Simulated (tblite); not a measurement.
Species: C4H12N2Si2.
Geometry (GFN2-xTB, Å), atoms numbered from 1 in this order:
```
atom  x, y, z in Å
C1    -1.7048    1.4385   -0.7211
N2    -1.4781    0.0732   -0.3352
Si3   -2.7832   -0.9919    0.0112
C4    -0.1776   -0.4185   -0.7337
Si5    1.2687    0.4935    0.1278
C6     2.7880   -0.6762   -0.0083
C7     3.9312   -0.0635    0.5842
N8     4.8332    0.4485    1.0683
H9    -2.7024    1.7459   -0.4197
H10   -1.6137    1.5722   -1.8063
H11   -0.9746    2.0950   -0.2381
H12   -3.4850   -1.5380   -1.1648
H13   -2.1852   -2.0983    0.7588
H14   -3.7214   -0.2043    0.8072
H15   -0.1369   -1.4821   -0.4934
H16   -0.0682   -0.3433   -1.8270
H17    1.6258    1.7470   -0.5492
H18    0.9698    0.7312    1.5411
H19    3.0132   -0.8989   -1.0526
H20    2.5959   -1.6192    0.5059
```

Method: GFN2-xTB as coded in tblite; computed harmonic values from a numerical Hessian at the method's own geometry, unscaled. Against measured fundamentals such values can be off by several per cent, at times by over 20. Modes of hydrogen on silicon can be 10 to 20 % off. One conformer, not necessarily the lowest.

Harmonic wavenumbers (cm⁻¹): 28.7, 46.8, 59.8, 70.0, 101.4, 141.9, 160.6, 219.0, 263.1, 299.8, 373.0, 376.3, 436.7, 462.7, 558.7, 569.6, 609.4, 689.9, 704.1, 718.4, 745.0, 748.1, 757.4, 770.1, 800.9, 815.6, 829.0, 1018.6, 1042.8, 1077.6, 1104.1, 1141.1, 1174.0, 1207.5, 1270.1, 1324.5, 1410.0, 1425.6, 1463.2, 1484.8, 1507.4, 2153.6, 2228.4, 2253.2, 2271.3, 2273.7, 2402.4, 2825.5, 2887.6, 2941.1, 2968.3, 2971.4, 2979.1, 3038.6.

A = 4155, B = 493.4, C = 463.8 MHz; mass 144.054 u (most abundant isotopes); point group C1, symmetry number 1.

What is the zero-point energy?

½Σν̃ = 32101 cm⁻¹ = 384.01 kJ/mol.

What is S at 500 K and 1 bar for an ideal gas of classical rigid rotors and harmonic oscillators?

Translation 181.59, rotation 132.82, vibration 274.97: S = 589.4 J/(mol K).

And Cp and H(500 K) − H(0)?

Cp = 268.90 J/(mol K), of which vibrations give 235.64 (their classical limit is 54 R = 449.0); H(500 K) − H(0) = 82.18 kJ/mol without the zero-point energy, 65.55 from vibrations.

What must be added to the electronic energy to get the Gibbs energy at 500 K and 1 bar?

ZPE + [H(500 K) − H(0)] − T·S = 384.01 + 82.18 − 294.69 = 171.50 kJ/mol.

Blend soft modes into free rotors: weight 1/[1 + (100 cm⁻¹/ν̃)⁴] for the oscillator and the rest for a rotor with moment μB/(μ + B), μ = h/(8π²ν), B = 10⁻⁴⁴ kg m². What vibrational entropy results?

243.76 J/(mol K) in place of 274.97, which changes −T·S at 500 K by +15.60 kJ/mol.

How do the functions run with temperature in this model?

| T (K) | S (J/(mol K)) | Cp (J/(mol K)) | H − H(0) (kJ/mol) | G − H(0) (kJ/mol) | ln q(vib) |
| --- | --- | --- | --- | --- | --- |
| 50 | 266.1 | 70.3 | 2.54 | -10.77 | 1.30 |
| 100 | 323.1 | 96.0 | 6.72 | -25.59 | 3.40 |
| 298.15 | 470.8 | 191.6 | 35.20 | -105.16 | 10.67 |
| 373.15 | 517.3 | 223.8 | 50.81 | -142.23 | 13.20 |
| 750 | 711.3 | 332.0 | 157.86 | -375.58 | 24.79 |
| 1000 | 812.9 | 373.8 | 246.43 | -566.45 | 31.54 |

q(vib) and H(0) count from the zero-point level.

Hindered rotation and anharmonicity are outside this model. Other conformers, if any are populated, would add a mixing term that is left out. The structure is chiral; the term R ln 2 for an equal mix with its mirror image is left out.
